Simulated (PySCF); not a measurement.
Delta-SCF ions had no search for a lower state. Excitations are Tamm–Dancoff values on a coarser integration grid. The basis has no diffuse functions, so Rydberg states are missing or too high.

Br3Ga, SMILES `[Br][Ga]([Br])[Br]` (charge 0, multiplicity 1)

All values below come from PBE0-D4/def2-TZVP (PySCF 2.14.0).

| Property | Result |
|---|---|
| HOMO | -8.71 eV |
| dipole moment | 0.00 D |
| HOMO–LUMO gap | 6.48 eV |
| LUMO | -2.22 eV |
| S1 excitation (TDA) | 5.19 eV |
| S1 oscillator strength | 0.000 |
| T1 excitation (TDA) | 4.83 eV |
| S1–T1 gap (TDA) | 0.36 eV |
| vertical ionisation energy (Delta-SCF) | 10.58 eV |
| total energy | -9646.3608 Ha |
| cost | roughly 4 core-minutes |

```xyz
4

Br     2.2190    -0.4304     0.0560
Ga     0.0001     0.0000     0.0000
Br    -1.4828    -1.7068    -0.0084
Br    -0.7363     2.1372    -0.0476
```
Charge 0, spin multiplicity 1.
